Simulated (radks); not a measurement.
Question: Ga XV, configuration [Ne] 3s2 3p5. All-electron calculation, Dirac Kohn-Sham, PBE, spin-unpolarised, spherical densities, point nucleus; open shells are shared between the two j in proportion to 2j + 1. Program: a radial shooting solver on a logarithmic mesh with Libxc functionals.

Spin-orbit splittings of the eigenvalues, e(l+1/2) - e(l-1/2), with zeta = 2 splitting/(2l+1) and mean radii in bohr:

shell  occ.  splitting (eV)  zeta (eV)  <r> j=l-1/2  <r> j=l+1/2
2p        6               ?          ?       0.1872       0.1906
3p        5           5.347      3.565       0.5633       0.5693

Estimate the 2p splitting.

Answer: 27.84 eV (zeta = 18.56 eV).
